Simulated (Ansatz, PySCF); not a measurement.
This Ansatz (an electronic-structure program) input computes a SVWN5/def2-TZVPD energy:

Ansatz 0.2 input:
```yaml
crystal:
  periodic: [false, false, false]
  atoms:
    - {symbol: Sn, position_ang: [-0.00000000, -0.00000000, -0.29954676]}
    - {symbol: F, position_ang: [0.00000000, 0.00000000, 1.66414866]}
basis:
  gaussian:
    orbitals: def2-TZVPD
hamiltonian:
  xc: {name: SVWN5}
magnetization: {spin_polarized: true, initial_magnetization: 1}
output: {forces: true}
```

### Question
Write an input for the same energy in PySCF and say what it gives.

### Answer

```python
from pyscf import gto, scf, dft

mol = gto.M(
    atom='''
    Sn   -0.00000000   -0.00000000   -0.29954676
    F     0.00000000    0.00000000    1.66414866
    ''',
    basis='def2-tzvpd',
    ecp='def2-tzvp',
    charge=0,
    spin=1,
    symmetry='C2v',
    verbose=4,
)

mf = dft.UKS(mol, xc='svwn').density_fit(auxbasis='def2-universal-jkfit')
mf.grids.level = 3
mf.conv_tol = 1e-9
mf.max_cycle = 100
mf.max_memory = 1500
mf.kernel()
if not mf.converged:
    mf = mf.newton()
    mf.kernel(mf.make_rdm1())
mf.analyze()
```
It gives -313.24303 Eh, and Ansatz -313.24301 Eh, a difference of 0.02 mEh, from the treatment of integrals and grids.
